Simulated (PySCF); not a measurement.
Stepwise substitution at one centre (Sn NH2-OCH3). Gas-phase values, no solvent. One relaxed conformer stands for each flexible species; it need not be the lowest. Strings in code marks are SMILES.

Computed with B3LYP-D3(BJ)/def2-TZVP // PBE0-D4/def2-SVP (PySCF). B3LYP has the VWN-RPA correlation part, as in Gaussian. Delta-SCF ions had no search for a lower state. Excitations are Tamm–Dancoff values on a coarser integration grid. The basis has no diffuse functions, so Rydberg states are missing or too high.

```tsv
species	LUMO (eV)	vertical ionisation energy (Delta-SCF) (eV)	S1 excitation (TDA) (eV)	T1 excitation (TDA) (eV)	HOMO–LUMO gap (eV)	S1 oscillator strength
0 of 4 NH2 replaced by OCH3	-0.75	8.86	5.29	4.71	6.14	0.081
1 of 4 NH2 replaced by OCH3 (`C[O][Sn]([NH2])([NH2])[NH2]`)	-0.98	9.05	5.13	4.67	6.09	0.027
3 of 4 NH2 replaced by OCH3 (`[O](C)[Sn]([NH2])([O]C)[O]C`)	-1.60	9.30	4.78	4.36	5.88	0.003
4 of 4 NH2 replaced by OCH3 (`C[O][Sn]([O]C)([O]C)[O]C`)	-1.97	9.47	4.57	–	5.74	0.000
```
